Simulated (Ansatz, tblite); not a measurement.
Cost and result up the ladder for B(PF3)H3 (BPH₃F₃) (8 atoms). Charge 0, multiplicity 1. Geometry: B3LYP-D4/def2-SVP.

```xyz
8

B    -0.704    0.709    0.474
P     0.480   -0.481   -0.323
F     1.762    0.108   -1.028
F    -0.067   -1.399   -1.483
F     1.154   -1.574    0.591
H    -1.569   -0.028    0.907
H    -1.041    1.417   -0.455
H    -0.015    1.250    1.317
```

Ansatz on 4 threads of Intel Xeon on a shared host; xTB runs through tblite on one thread. Times are rough, summed over both states, and most runs start from the orbitals of an earlier one. PBE0-D4/def2-TZVP serves as the yardstick here, not as an exact answer. The other state is a triplet.

The xTB rows come from tblite.

xTB has no spin-polarisation term.

```
                            level  functions  vertical triplet (eV)  difference from PBE0-D4/def2-TZVP (eV)
                         GFN1-xTB         31                   8.00                                    0.60
                PBE0-D4/def2-TZVP        179                   7.40                                    0.00
r2SCAN-D4/def2-TZVP (with forces)        179                   7.22                                   -0.18
                         GFN2-xTB         28                   7.83                                    0.44
                 PBE-D4/def2-TZVP        179                   7.17                                   -0.23
```

(1) Estimate how long each takes.

Answers

(1) GFN2-xTB 0.028 s; GFN1-xTB 0.029 s; PBE-D4/def2-TZVP 21 s; PBE0-D4/def2-TZVP 37 s; r2SCAN-D4/def2-TZVP (with forces) 41 s. On shared hardware such times vary by a factor of up to 3.
